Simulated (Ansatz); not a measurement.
System: InI2, net charge 0, doublet state. SMILES: [I][In][I]
Geometry: optimised at B3LYP-D3(BJ)/def2-TZVP (Ansatz, a program for electronic structure).

Quantity: size of the dipole moment, in D. Terms: no dispersion term unless named; open shells spin-unrestricted; LANL2DZ with its own core potentials from Na on; def2 sets with scalar-relativistic core potentials past Kr; spin-orbit terms left out; STO-3G and 3-21G all-electron and non-relativistic. Ab initio and DFT rows: single points at B3LYP-D3(BJ) geometries (Ansatz). The spin state of an ion or metal species was assumed, not searched.

| level | program | size of the dipole moment (D) |
|---|---|---|
| B3LYP/STO-3G | Ansatz | 2.53 |
| B3LYP/3-21G | Ansatz | 2.06 |
| B3LYP/LANL2DZ | Ansatz | 2.51 |
| B3LYP/def2-SVP | Ansatz | 1.91 |

No value to compare with is used here. The 4 habitual levels span 1.91 (B3LYP/def2-SVP) to 2.53 D (B3LYP/STO-3G).

The sets are all those run for this method; runs whose electronic state is in doubt are left out.
